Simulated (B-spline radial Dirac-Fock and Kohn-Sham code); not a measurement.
# Dipole and non-dipole photoemission parameters of Ir²⁺ 4f5/2

System: Ir²⁺ in the configuration [Xe] 4f14 5d7; threshold 95.46 eV (orbital energy of the model). The computed values come from a radial B-spline solver: Dirac-Hartree-Slater photoionisation with a Latter tail; cross sections with all multipoles, angular parameters from the dipole term and its interference with E2.

| hν (eV) | σ (kb) | β | γ | δ |
| --- | --- | --- | --- | --- |
| 108 | 291 | 1.761 | 0.003 | -0.001 |
| 110 | 305 | 1.807 | 0.008 | 0.000 |
| 146 | 950 | 0.832 | 0.008 | 0.007 |
| 162 | 1320 | 0.540 | 0.002 | 0.009 |
| 201 | 2030 | 0.296 | -0.003 | 0.013 |
| 206 | 2090 | 0.287 | -0.003 | 0.013 |
| 255 | 2440 | 0.291 | -0.005 | 0.016 |
| 300 | 2370 | 0.350 | -0.005 | 0.018 |
| 719 | 620 | 0.829 | 0.036 | 0.043 |
| 800 | 479 | 0.877 | 0.051 | 0.048 |
| 1150 | 180 | 1.002 | 0.139 | 0.067 |
| 1200 | 159 | 1.012 | 0.153 | 0.070 |
| 1253.6 | 140 | 1.022 | 0.169 | 0.073 |
| 1370 | ? | ? | ? | ? |
| 1460 | 88.4 | 1.048 | 0.232 | 0.083 |
| 1740 | 50.7 | 1.064 | 0.320 | 0.097 |
| 2000 | 32.1 | 1.066 | 0.401 | 0.110 |
| 2330 | 19.1 | 1.058 | 0.499 | 0.125 |
| 2984.4 | 7.98 | 1.025 | 0.675 | 0.156 |
| 3540 | 4.27 | 0.990 | 0.804 | 0.181 |
| 3560 | 4.18 | 0.989 | 0.808 | 0.182 |
| 4000 | 2.70 | 0.961 | 0.898 | 0.201 |
| 4430 | 1.83 | 0.934 | 0.977 | 0.220 |
| 8860 | 0.112 | 0.724 | 1.500 | 0.405 |
| 8950 | 0.107 | 0.721 | 1.508 | 0.408 |
| 9251.7 | 0.0933 | 0.711 | 1.531 | 0.420 |
| 15000 | 0.0115 | 0.562 | 1.836 | 0.627 |

**Question.** Give the values at 1370 eV.

**Answer.** σ = 107 kb, β = 1.039, γ = 0.204, δ = 0.079.
